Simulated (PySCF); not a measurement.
SMILES C/C=C\CNCC, C₆H₁₃N

Geometry:
```
atom   x (Å)   y (Å)   z (Å)
  C1  -2.402   0.721   0.683
  C2  -2.137   0.200  -0.692
  C3  -1.246  -0.724  -1.023
  C4  -0.293  -1.394  -0.062
  N5   0.789  -0.542   0.412
  C6   1.682  -0.082  -0.636
  C7   2.775   0.794  -0.039
  H8  -1.985   1.724   0.790
  H9  -1.968   0.084   1.449
 H10  -3.475   0.795   0.854
 H11  -2.745   0.647  -1.469
 H12  -1.145  -1.005  -2.062
 H13   0.166  -2.261  -0.546
 H14  -0.833  -1.748   0.822
 H15   0.395   0.265   0.889
 H16   2.130  -0.970  -1.093
 H17   1.155   0.477  -1.428
 H18   3.490   1.080  -0.807
 H19   3.295   0.253   0.747
 H20   2.346   1.698   0.389
```

Theory: PySCF 2.14.0, GIAO PBE/pcSseg-1 magnetisability, rotational g tensor and spin-rotation constants, non-relativistic, gas phase. Geometry: GFN2-xTB.

Task: Give the nuclear spin-rotation constants along the inertial axes (H = +C I·J) beside the isotropic shieldings.

Result: Rotational constants 4.6109, 1.3251, 1.2198 GHz. A star marks the isotopologue with that one atom substituted, in its own axes.
| atom | isotope | Caa (kHz) | Cbb (kHz) | Ccc (kHz) | mean (kHz) | σ (ppm) |
| --- | --- | --- | --- | --- | --- | --- |
| N5 | 14N | 0.315 | 0.074 | 0.083 | 0.157 | 181.3 |
| H8 | 1H | -0.407 | -0.004 | -0.122 | -0.177 | 29.9 |
| H9 | 1H | -0.414 | -0.137 | 0.012 | -0.179 | 29.5 |
| H10 | 1H | 0.116 | -0.138 | -0.136 | -0.052 | 29.9 |
| H11 | 1H | -0.204 | -0.138 | 0.047 | -0.098 | 25.6 |
| H12 | 1H | -0.483 | -0.019 | 0.022 | -0.160 | 25.2 |
| H13 | 1H | -0.352 | 0.035 | -0.134 | -0.150 | 28.5 |
| H14 | 1H | -0.328 | -0.127 | 0.028 | -0.142 | 27.6 |
| H15 | 1H | -0.527 | 0.015 | -0.156 | -0.223 | 31.4 |
| H16 | 1H | -0.351 | 0.029 | -0.143 | -0.155 | 29.2 |
| H17 | 1H | -0.295 | -0.123 | 0.009 | -0.136 | 28.2 |
| H18 | 1H | -0.214 | -0.147 | -0.046 | -0.136 | 30.4 |
| H19 | 1H | -0.355 | -0.146 | -0.004 | -0.169 | 30.3 |
| H20 | 1H | -0.427 | 0.013 | -0.146 | -0.187 | 30.8 |
| C1 | 13C* | 0.678 | 0.199 | 0.170 | 0.349 | 165.7 |
| C2 | 13C* | 1.211 | 0.386 | 0.516 | 0.704 | 47.5 |
| C3 | 13C* | 1.207 | 0.413 | 0.524 | 0.715 | 42.6 |
| C4 | 13C* | 0.853 | 0.257 | 0.262 | 0.457 | 131.7 |
| C6 | 13C* | 0.902 | 0.270 | 0.225 | 0.466 | 133.9 |
| C7 | 13C* | 0.665 | 0.199 | 0.185 | 0.350 | 163.7 |

For the geometry as given, no vibrational averaging.

Task: How do the rotational constants and the g tensor change when H8, H9, H10, H11, H12, H13, H14, H15, H16, H17, H18, H19, H20 are replaced by deuterium?

Result: Constants 3.4922, 1.0998, 1.0091 GHz; g -0.0120, -0.0053, -0.0046, against -0.0157, -0.0064, -0.0055 before.
